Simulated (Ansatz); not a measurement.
Ansatz (a program for electronic structure) input for C2H7ClO2Si, SMILES CCO[SiH](O)Cl, PBE-D3(BJ)/def2-SVP. 

Ansatz 0.2 input:
```yaml
crystal:
  periodic: [false, false, false]
  atoms:
    - {symbol: Si, position_ang: [0.57675234, -0.70100965, 0.45088294]}
    - {symbol: O, position_ang: [1.75338105, -1.47604407, -0.38754868]}
    - {symbol: Cl, position_ang: [1.19173655, 1.18554164, 1.05191862]}
    - {symbol: O, position_ang: [-0.72561890, -0.49815052, -0.53025134]}
    - {symbol: C, position_ang: [-1.84871704, 0.33443509, -0.32973513]}
    - {symbol: C, position_ang: [-2.57157420, 0.52810327, -1.64052886]}
    - {symbol: H, position_ang: [0.30855325, -1.50441123, 1.65992611]}
    - {symbol: H, position_ang: [1.97368662, -1.12947730, -1.25787778]}
    - {symbol: H, position_ang: [-2.52273871, -0.12821681, 0.41460567]}
    - {symbol: H, position_ang: [-1.52743612, 1.30814135, 0.08209852]}
    - {symbol: H, position_ang: [-3.46063830, 1.16118869, -1.50117321]}
    - {symbol: H, position_ang: [-2.89359652, -0.44003499, -2.05165074]}
    - {symbol: H, position_ang: [-1.91223437, 1.01106414, -2.37692246]}
basis:
  gaussian:
    orbitals: def2-SVP
hamiltonian:
  xc: pbe
  dispersion: d3bj
relax: {f_tol: 0.002, max_steps: 200}
```

Output:

```
WARN ansatz: RAYON_NUM_THREADS=1 ignored (pool sized by the plan → 1); use --threads N
Functional definition: PBE
integrals: 0.07 GiB planned
1399 factors; their error is unknown
mean field: 0.39 GiB planned
mean field evaluation 1: about -26645.2999 eV, gradient 8.0e1 eV
mean field evaluation 2: about -26606.3322 eV, gradient 1.6e2 eV
mean field evaluation 4: about -26658.2050 eV, gradient 1.0e1 eV
mean field evaluation 8: about -26658.4102 eV, gradient 2.6e-1 eV
mean field evaluation 16: about -26658.3315 eV, gradient 3.4e-4 eV
mean field -26658.33152918 eV, -979.6756140312 hartree, gradient 3.2e-5 eV, S^2 0.000000; 0 other end points of the search recorded, 0 dependent functions left out
the calculation of the forces begins
reference -26658.33156562 eV, -979.6756153705 hartree; 33, 33 occupied and 94, 94 virtual orbitals, 1399 factors
relax step   1: F+E_penalty+E_count = -26658.62053669 eV  Δ(F+E_penalty+E_count) = +0.000e0 eV  max|allowed force component| = 5.112e-1 eV/Å  Δτ_max = 0.0000 Å  (29 SCF iters, accepted)
these checks for a lower state are left out or cut short: starts, cluster_reference, orbital_swaps, neighbouring_geometries, increment
integrals: 0.07 GiB planned
1399 factors; their error is unknown
mean field: 0.39 GiB planned
mean field -26658.35692611 eV, -979.6765473511 hartree, gradient 1.1e-5 eV, S^2 0.000000; 0 other end points of the search recorded, 0 dependent functions left out
the calculation of the forces begins
reference -26658.35696275 eV, -979.6765486979 hartree; 33, 33 occupied and 94, 94 virtual orbitals, 1399 factors
relax step   2: F+E_penalty+E_count = -26658.64386563 eV  Δ(F+E_penalty+E_count) = -2.333e-2 eV  max|allowed force component| = 2.713e-1 eV/Å  Δτ_max = 0.0256 Å  (31 SCF iters, accepted)
these checks for a lower state are left out or cut short: starts, cluster_reference, orbital_swaps, neighbouring_geometries, increment
integrals: 0.07 GiB planned
1399 factors; their error is unknown
mean field: 0.39 GiB planned
mean field evaluation 32: about -26658.3621 eV, gradient 1.2e-5 eV
mean field -26658.36213450 eV, -979.6767387559 hartree, gradient 1.2e-5 eV, S^2 0.000000; 0 other end points of the search recorded, 0 dependent functions left out
the calculation of the forces begins
reference -26658.36217119 eV, -979.6767401044 hartree; 33, 33 occupied and 94, 94 virtual orbitals, 1399 factors
relax step   3: F+E_penalty+E_count = -26658.64841806 eV  Δ(F+E_penalty+E_count) = -4.552e-3 eV  max|allowed force component| = 7.521e-2 eV/Å  Δτ_max = 0.0151 Å  (32 SCF iters, accepted)
these checks for a lower state are left out or cut short: starts, cluster_reference, orbital_swaps, neighbouring_geometries, increment
integrals: 0.07 GiB planned
1399 factors; their error is unknown
mean field: 0.39 GiB planned
mean field -26658.36271278 eV, -979.6767600076 hartree, gradient 1.2e-5 eV, S^2 0.000000; 0 other end points of the search recorded, 0 dependent functions left out
the calculation of the forces begins
reference -26658.36274947 eV, -979.6767613558 hartree; 33, 33 occupied and 94, 94 virtual orbitals, 1399 factors
relax step   4: F+E_penalty+E_count = -26658.64900930 eV  Δ(F+E_penalty+E_count) = -5.912e-4 eV  max|allowed force component| = 3.034e-2 eV/Å  Δτ_max = 0.0061 Å  (32 SCF iters, accepted)
these checks for a lower state are left out or cut short: starts, cluster_reference, orbital_swaps, neighbouring_geometries, increment
integrals: 0.07 GiB planned
1399 factors; their error is unknown
mean field: 0.39 GiB planned
mean field -26658.36276318 eV, -979.6767618597 hartree, gradient 1.2e-5 eV, S^2 0.000000; 0 other end points of the search recorded, 0 dependent functions left out
the calculation of the forces begins
reference -26658.36279983 eV, -979.6767632063 hartree; 33, 33 occupied and 94, 94 virtual orbitals, 1399 factors
relax step   5: F+E_penalty+E_count = -26658.64946812 eV  Δ(F+E_penalty+E_count) = -4.588e-4 eV  max|allowed force component| = 3.745e-2 eV/Å  Δτ_max = 0.0137 Å  (32 SCF iters, accepted)
these checks for a lower state are left out or cut short: starts, cluster_reference, orbital_swaps, neighbouring_geometries, increment
integrals: 0.07 GiB planned
1399 factors; their error is unknown
mean field: 0.39 GiB planned
mean field -26658.36263481 eV, -979.6767571421 hartree, gradient 1.2e-5 eV, S^2 0.000000; 0 other end points of the search recorded, 0 dependent functions left out
the calculation of the forces begins
reference -26658.36267143 eV, -979.6767584878 hartree; 33, 33 occupied and 94, 94 virtual orbitals, 1399 factors
[...]
these checks for a lower state are left out or cut short: starts, cluster_reference, orbital_swaps, neighbouring_geometries, increment
integrals: 0.07 GiB planned
1399 factors; their error is unknown
mean field: 0.39 GiB planned
mean field -26658.36261936 eV, -979.6767565743 hartree, gradient 1.9e-5 eV, S^2 0.000000; 0 other end points of the search recorded, 0 dependent functions left out
the calculation of the forces begins
reference -26658.36265597 eV, -979.6767579198 hartree; 33, 33 occupied and 94, 94 virtual orbitals, 1399 factors
relax step   9: F+E_penalty+E_count = -26658.64959055 eV  Δ(F+E_penalty+E_count) = -4.886e-6 eV  max|allowed force component| = 2.306e-3 eV/Å  Δτ_max = 0.0018 Å  (22 SCF iters, accepted)
these checks for a lower state are left out or cut short: starts, cluster_reference, orbital_swaps, neighbouring_geometries, increment
integrals: 0.07 GiB planned
1399 factors; their error is unknown
mean field: 0.39 GiB planned
mean field -26658.36261606 eV, -979.6767564530 hartree, gradient 2.0e-5 eV, S^2 0.000000; 0 other end points of the search recorded, 0 dependent functions left out
the calculation of the forces begins
reference -26658.36265267 eV, -979.6767577983 hartree; 33, 33 occupied and 94, 94 virtual orbitals, 1399 factors
relax step  10: F+E_penalty+E_count = -26658.64959756 eV  Δ(F+E_penalty+E_count) = -7.009e-6 eV  max|allowed force component| = 2.716e-3 eV/Å  Δτ_max = 0.0041 Å  (22 SCF iters, accepted)
these checks for a lower state are left out or cut short: starts, cluster_reference, orbital_swaps, neighbouring_geometries, increment
integrals: 0.07 GiB planned
1399 factors; their error is unknown
mean field: 0.39 GiB planned
mean field -26658.36262410 eV, -979.6767567484 hartree, gradient 1.2e-5 eV, S^2 0.000000; 0 other end points of the search recorded, 0 dependent functions left out
the calculation of the forces begins
reference -26658.36266070 eV, -979.6767580936 hartree; 33, 33 occupied and 94, 94 virtual orbitals, 1399 factors
relax step  11: F+E_penalty+E_count = -26658.64960461 eV  Δ(F+E_penalty+E_count) = -7.053e-6 eV  max|allowed force component| = 3.484e-3 eV/Å  Δτ_max = 0.0080 Å  (31 SCF iters, accepted)
these checks for a lower state are left out or cut short: starts, cluster_reference, orbital_swaps, neighbouring_geometries, increment
integrals: 0.07 GiB planned
1399 factors; their error is unknown
mean field: 0.39 GiB planned
mean field -26658.36259711 eV, -979.6767557568 hartree, gradient 8.8e-6 eV, S^2 0.000000; 0 other end points of the search recorded, 0 dependent functions left out
the calculation of the forces begins
reference -26658.36263372 eV, -979.6767571019 hartree; 33, 33 occupied and 94, 94 virtual orbitals, 1399 factors
relax step  12: F+E_penalty+E_count = -26658.64960804 eV  Δ(F+E_penalty+E_count) = -3.426e-6 eV  max|allowed force component| = 4.365e-3 eV/Å  Δτ_max = 0.0046 Å  (24 SCF iters, accepted)
these checks for a lower state are left out or cut short: starts, cluster_reference, orbital_swaps, neighbouring_geometries, increment
integrals: 0.07 GiB planned
1399 factors; their error is unknown
mean field: 0.39 GiB planned
mean field evaluation 96: about -26658.3626 eV, gradient 1.2e-3 eV
mean field -26658.36257599 eV, -979.6767549806 hartree, gradient 1.2e-5 eV, S^2 0.000000; 0 other end points of the search recorded, 0 dependent functions left out
the calculation of the forces begins
reference -26658.36261259 eV, -979.6767563256 hartree; 33, 33 occupied and 94, 94 virtual orbitals, 1399 factors
relax step  13: F+E_penalty+E_count = -26658.64961309 eV  Δ(F+E_penalty+E_count) = -5.050e-6 eV  max|allowed force component| = 3.769e-3 eV/Å  Δτ_max = 0.0057 Å  (32 SCF iters, accepted)
these checks for a lower state are left out or cut short: starts, cluster_reference, orbital_swaps, neighbouring_geometries, increment
integrals: 0.07 GiB planned
1399 factors; their error is unknown
mean field: 0.39 GiB planned
mean field -26658.36253499 eV, -979.6767534736 hartree, gradient 1.2e-5 eV, S^2 0.000000; 0 other end points of the search recorded, 0 dependent functions left out
the calculation of the forces begins
reference -26658.36257158 eV, -979.6767548185 hartree; 33, 33 occupied and 94, 94 virtual orbitals, 1399 factors
relax step  14: F+E_penalty+E_count = -26658.64961789 eV  Δ(F+E_penalty+E_count) = -4.798e-6 eV  max|allowed force component| = 3.257e-3 eV/Å  Δτ_max = 0.0083 Å  (32 SCF iters, accepted)
these checks for a lower state are left out or cut short: starts, cluster_reference, orbital_swaps, neighbouring_geometries, increment
integrals: 0.07 GiB planned
1399 factors; their error is unknown
mean field: 0.39 GiB planned
mean field -26658.36250598 eV, -979.6767524075 hartree, gradient 1.2e-5 eV, S^2 0.000000; 0 other end points of the search recorded, 0 dependent functions left out
the calculation of the forces begins
reference -26658.36254257 eV, -979.6767537523 hartree; 33, 33 occupied and 94, 94 virtual orbitals, 1399 factors
relax step  15: F+E_penalty+E_count = -26658.64961866 eV  Δ(F+E_penalty+E_count) = -7.697e-7 eV  max|allowed force component| = 4.984e-3 eV/Å  Δτ_max = 0.0066 Å  (32 SCF iters, accepted)
these checks for a lower state are left out or cut short: starts, cluster_reference, orbital_swaps, neighbouring_geometries, increment
integrals: 0.07 GiB planned
1399 factors; their error is unknown
mean field: 0.39 GiB planned
mean field -26658.36250731 eV, -979.6767524567 hartree, gradient 7.5e-6 eV, S^2 0.000000; 0 other end points of the search recorded, 0 dependent functions left out
the calculation of the forces begins
reference -26658.36254391 eV, -979.6767538014 hartree; 33, 33 occupied and 94, 94 virtual orbitals, 1399 factors
relax step  16: F+E_penalty+E_count = -26658.64962120 eV  Δ(F+E_penalty+E_count) = -2.540e-6 eV  max|allowed force component| = 1.870e-3 eV/Å  Δτ_max = 0.0020 Å  (23 SCF iters, accepted)
integrals: 0.07 GiB planned
1399 factors; their error is unknown
mean field: 0.39 GiB planned
mean field evaluation 128: about -26658.4474 eV, gradient 2.7e-1 eV
mean field -26658.36250731 eV, -979.6767524567 hartree, gradient 7.5e-6 eV, S^2 0.000000; 1 other end points of the search recorded, 0 dependent functions left out
the calculation of the forces begins
reference -26658.36254391 eV, -979.6767538014 hartree; 33, 33 occupied and 94, 94 virtual orbitals, 1399 factors
Total energy: -26658.64965779 eV, -979.6873050420 hartree
Atom 0 at     0.586512    -0.703944     0.458900 Å, force    -0.000294     0.001310    -0.001019 eV/Å
Atom 1 at     1.772504    -1.494969    -0.385379 Å, force     0.000011    -0.001197    -0.000404 eV/Å
Atom 2 at     1.185788     1.215147     1.031139 Å, force    -0.000414     0.000073     0.000487 eV/Å
Atom 3 at    -0.741705    -0.538015    -0.524438 Å, force     0.001373    -0.000235     0.001870 eV/Å
Atom 4 at    -1.862638     0.323981    -0.324805 Å, force    -0.001576    -0.000184    -0.001331 eV/Å
Atom 5 at    -2.574584     0.538807    -1.648636 Å, force     0.000899    -0.000371     0.000719 eV/Å
Atom 6 at     0.350264    -1.506854     1.689449 Å, force    -0.000019     0.000117    -0.000856 eV/Å
Atom 7 at     1.976770    -1.125576    -1.262968 Å, force    -0.000022    -0.000052     0.000279 eV/Å
Atom 8 at    -2.555448    -0.136394     0.417232 Å, force     0.000280     0.000230    -0.000240 eV/Å
Atom 9 at    -1.524487     1.296504     0.099991 Å, force    -0.000064     0.000073    -0.000066 eV/Å
Atom 10 at    -3.463065     1.187219    -1.510431 Å, force    -0.000099     0.000102    -0.000068 eV/Å
Atom 11 at    -2.909577    -0.427874    -2.074712 Å, force     0.000145     0.000380     0.000283 eV/Å
Atom 12 at    -1.898778     1.023097    -2.381598 Å, force    -0.000221    -0.000244     0.000345 eV/Å
Dipole moment:    -0.247306     0.081494    -0.233517 e Å
```

Self-consistency was reached.
